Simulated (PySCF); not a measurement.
Match the calculated data to a structure.

All candidates are C6H9FO.

* Rotational structure: rotational constants A, B, C: 3.468, 1.668, 1.389 GHz [GFN2-xTB]
* Dipole: 1.15 D [PBE0/def2-SVPD]
* Triplet: lowest triplet excitation (Tamm–Dancoff): 4.35 eV [TDA PBE0/def2-SVPD]
* UV, first state: lowest singlet excitation: 6.07 eV (204 nm, f = 0.005) [TDDFT PBE0/def2-SVPD]
* Polarisability: 71.8 au [PBE0/def2-SVPD]
* UV, strongest line: among the 8 lowest singlet transitions: S4 at 6.99 eV (177 nm, f = 0.111) [TDDFT PBE0/def2-SVPD]

Gas-phase values; electronic properties from PySCF, density fitting. Levels stand in brackets. The structure is a single GFN2-xTB conformer in the gas phase; no vibrational or solvent corrections.

Question: Which candidate is it?
A. `C=C[C@@H]1CC[C@@H](F)O1`
B. `FC[C@@H]1CC[C@@H]2O[C@H]12`
C. `FC[C@@H]1CCC=CO1`
D. `C=C[C@]1(F)CCCO1`

Answer: C. It is `FC[C@@H]1CCC=CO1`. Numbering: `[F:1][CH2:2][C@@H:3]1[CH2:4][CH2:5][CH:6]=[CH:7][O:8]1`. Its formula, C6H9FO, gives 2 degrees of unsaturation: 1 ring and 1 π bond in the structure found. The optimised geometry has point group C1 and is an asymmetric top.

The others, at the same levels:
- `FC[C@@H]1CC[C@@H]2O[C@H]12` fails: its computed lowest singlet excitation is 7.46 eV (166 nm, f = 0.006) (against 6.07 eV), lowest triplet excitation (Tamm–Dancoff) is 7.31 eV (against 4.35 eV) and static isotropic polarisability is 69.2 au (against 71.8 au).
- `C=C[C@@H]1CC[C@@H](F)O1` fails: its computed lowest singlet excitation is 7.04 eV (176 nm, f = 0.102) (against 6.07 eV), strongest line among the 8 lowest singlet transitions is S3 at 7.60 eV (163 nm, f = 0.277) (against S4 at 6.99 eV) and static isotropic polarisability is 74.6 au (against 71.8 au).
- `C=C[C@]1(F)CCCO1` fails: its computed lowest singlet excitation is 7.13 eV (174 nm, f = 0.006) (against 6.07 eV), static isotropic polarisability is 73.8 au (against 71.8 au) and rotational constant A is 4.102 GHz (against 3.468 GHz).
